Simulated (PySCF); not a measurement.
Consider `C[AsH2]` (CH5As). Optimised structure (Å), atoms numbered from 1:
```
C    -0.7735   -0.1089   -0.0559
As    1.0994    0.0310   -0.6603
H    -1.3760    0.6250   -0.6096
H    -1.1464   -1.1130   -0.3024
H    -0.8883    0.0662    1.0212
H     1.4045    1.3265    0.0878
H     1.6870   -0.8170    0.4653
```

Computed at ωB97X-D3(BJ)/ma-def2-TZVP // PBE0-D3(BJ)/def2-SVP with PySCF (density fitting, grid level 2). The prefix ma- adds one diffuse s and one diffuse p function on all atoms but H. Zero-point and thermal terms (298.15 K, 1 bar) come from unscaled PBE0-D3(BJ)/def2-SVP harmonic frequencies, with soft modes damped to free rotors in the entropy.

Problem. What are the vertical and the adiabatic ionisation energy for forming the radical cation?

Solution. 9.72 eV vertical and 8.98 eV adiabatic, the latter with zero-point energy.

Problem. Where does the unpaired spin of the relaxed radical cation sit?

Solution. As2 (arsenic) 0.91 (intrinsic atomic orbital populations).

Problem. How far is −ε(HOMO) from the vertical value by ΔSCF?

Solution. −ε(HOMO) = 9.60 eV, which is 0.12 eV below the ΔSCF value.

Caveats: spin-orbit coupling is left out of the energies, which matters for open shells on the heavier atoms; atoms from Ga to Kr are treated without relativity.
